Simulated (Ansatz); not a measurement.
Relaxation of CHBCl₂O (6 atoms, charge 0, multiplicity 1), to a largest force component of 0.02 eV/Å in at most 50 steps.

These are results of Ansatz, RKS PBE-D4/def2-SVP, not measurements.

```xyz
6
Properties=species:S:1:pos:R:3
Cl -0.972 -1.560 -0.816
C 0.171 -0.483 -0.015
Cl 1.316 -1.202 1.095
B -0.096 1.050 0.162
O 0.747 0.422 -0.877
H -1.124 1.708 0.405
```

Problem. Where does it end, and by what steps?

Solution. The forces met the threshold. After 7 steps the energy has fallen by 0.918 eV; H6 moved furthest, 0.35 Å.

| step | energy less start (eV) | largest force component (eV/Å) | accepted |
| --- | --- | --- | --- |
| 0 | 0.0000 | 3.194 | yes |
| 1 | -0.6413 | 1.723 | yes |
| 2 | -0.8843 | 1.121 | yes |
| 3 | -0.9131 | 0.296 | yes |
| 4 | -0.9167 | 0.166 | yes |
| 5 | -0.9183 | 0.037 | yes |
| 6 | -0.9183 | 0.055 | no |
| 7 | -0.9184 | 0.005 | yes |

```xyz
6
Properties=species:S:1:pos:R:3
Cl -0.821 -1.743 -0.860
C 0.098 -0.529 0.029
Cl 1.324 -1.229 1.087
B -0.308 0.935 0.089
O 0.615 0.562 -0.828
H -0.866 1.940 0.437
```

Whether the end is a true minimum wasn't checked by a vibrational analysis.

Time of the run: 11 s on 2 threads of Arm Neoverse V2 (shared host), peak memory 0.14 GiB.
